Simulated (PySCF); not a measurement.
SMILES C[SiH2]CB(C)C, GFN2-xTB optimised geometry.

```
19

Si    -0.07    -1.83     0.00
C     -0.69    -2.71     1.56
C     -0.74    -0.04     0.00
B     -0.20     0.70    -1.26
C     -0.94     0.58    -2.65
C      1.13     1.55    -1.15
H      1.40    -1.83     0.00
H     -0.54    -2.56    -1.19
H     -0.33    -3.74     1.59
H     -0.34    -2.22     2.47
H     -1.78    -2.75     1.60
H     -1.83    -0.11     0.02
H     -0.43     0.42     0.94
H     -1.92     0.12    -2.59
H     -1.05     1.54    -3.14
H     -0.33    -0.03    -3.32
H      0.89     2.56    -0.82
H      1.83     1.14    -0.42
H      1.66     1.65    -2.10
```

Density from CAM-B3LYP/def2-SVP run with PySCF at that geometry.

Minimum of the electron density along straight lines between bonded atoms, close to the bond critical point (lines longer than 1.1 times the sum of covalent radii, or with two minima, are not listed):

```json
[
 {"bond": "Si1–C2", "length / Å": "1.901", "ρ at the minimum / e bohr⁻³": "0.111", "∇²ρ there / e bohr⁻⁵": "0.32", "position (fraction from the first atom)": "0.38"},
 {"bond": "Si1–C3", "length / Å": "1.913", "ρ at the minimum / e bohr⁻³": "0.106", "∇²ρ there / e bohr⁻⁵": "0.28", "position (fraction from the first atom)": "0.38"},
 {"bond": "C3–B4", "length / Å": "1.558", "ρ at the minimum / e bohr⁻³": "0.183", "∇²ρ there / e bohr⁻⁵": "[?]", "position (fraction from the first atom)": "0.68"},
 {"bond": "B4–C5", "length / Å": "1.579", "ρ at the minimum / e bohr⁻³": "0.180", "∇²ρ there / e bohr⁻⁵": "-0.14", "position (fraction from the first atom)": "0.32"},
 {"bond": "B4–C6", "length / Å": "1.581", "ρ at the minimum / e bohr⁻³": "0.180", "∇²ρ there / e bohr⁻⁵": "-0.14", "position (fraction from the first atom)": "0.32"},
 {"bond": "Si1–H7", "length / Å": "1.471", "ρ at the minimum / e bohr⁻³": "0.116", "∇²ρ there / e bohr⁻⁵": "0.33", "position (fraction from the first atom)": "0.49"},
 {"bond": "Si1–H8", "length / Å": "1.471", "ρ at the minimum / e bohr⁻³": "0.116", "∇²ρ there / e bohr⁻⁵": "0.32", "position (fraction from the first atom)": "0.49"},
 {"bond": "C2–H9", "length / Å": "1.085", "ρ at the minimum / e bohr⁻³": "0.273", "∇²ρ there / e bohr⁻⁵": "-0.99", "position (fraction from the first atom)": "0.63"},
 {"bond": "C2–H10", "length / Å": "1.086", "ρ at the minimum / e bohr⁻³": "0.272", "∇²ρ there / e bohr⁻⁵": "-0.98", "position (fraction from the first atom)": "0.63"},
 {"bond": "C2–H11", "length / Å": "1.086", "ρ at the minimum / e bohr⁻³": "0.272", "∇²ρ there / e bohr⁻⁵": "-0.98", "position (fraction from the first atom)": "0.63"},
 {"bond": "C3–H12", "length / Å": "1.090", "ρ at the minimum / e bohr⁻³": "0.267", "∇²ρ there / e bohr⁻⁵": "-0.93", "position (fraction from the first atom)": "0.62"},
 {"bond": "C3–H13", "length / Å": "1.091", "ρ at the minimum / e bohr⁻³": "0.267", "∇²ρ there / e bohr⁻⁵": "-0.93", "position (fraction from the first atom)": "0.62"},
 {"bond": "C5–H14", "length / Å": "1.088", "ρ at the minimum / e bohr⁻³": "0.273", "∇²ρ there / e bohr⁻⁵": "-0.98", "position (fraction from the first atom)": "0.62"},
 {"bond": "C5–H15", "length / Å": "1.089", "ρ at the minimum / e bohr⁻³": "0.269", "∇²ρ there / e bohr⁻⁵": "-0.95", "position (fraction from the first atom)": "0.62"},
 {"bond": "C5–H16", "length / Å": "1.091", "ρ at the minimum / e bohr⁻³": "0.267", "∇²ρ there / e bohr⁻⁵": "-0.93", "position (fraction from the first atom)": "0.62"},
 {"bond": "C6–H17", "length / Å": "1.091", "ρ at the minimum / e bohr⁻³": "0.266", "∇²ρ there / e bohr⁻⁵": "-0.93", "position (fraction from the first atom)": "0.62"},
 {"bond": "C6–H18", "length / Å": "1.088", "ρ at the minimum / e bohr⁻³": "0.271", "∇²ρ there / e bohr⁻⁵": "-0.97", "position (fraction from the first atom)": "0.62"},
 {"bond": "C6–H19", "length / Å": "1.088", "ρ at the minimum / e bohr⁻³": "0.272", "∇²ρ there / e bohr⁻⁵": "-0.98", "position (fraction from the first atom)": "0.62"}
]
```

Task: Complete the blanks.

Result: 
- C3–B4, ∇²ρ there / e bohr⁻⁵: -0.09
